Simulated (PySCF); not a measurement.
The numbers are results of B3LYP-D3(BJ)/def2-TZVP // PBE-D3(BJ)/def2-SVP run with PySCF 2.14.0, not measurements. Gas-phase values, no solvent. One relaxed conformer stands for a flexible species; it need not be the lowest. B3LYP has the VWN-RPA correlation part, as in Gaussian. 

Reference species: [Zn(OH)(CH3)] (neutral, multiplicity 1).

The charge on the central atom (Mulliken) is 0.48 e, the HOMO is -7.72 eV and the HOMO–LUMO gap comes out as 7.01 eV.

Changed species: [Zn(OH)2] (0 of 2 OH replaced by CH3; the reference has 1 of 2 OH replaced by CH3).

Task: Give the shifts of the charge on the central atom (Mulliken), HOMO and HOMO–LUMO gap.

Result: the charge on the central atom (Mulliken) increases by 0.14 e, to 0.62 e; the HOMO falls by 0.44 eV, to -8.16 eV; the HOMO–LUMO gap falls by 0.38 eV, to 6.63 eV.
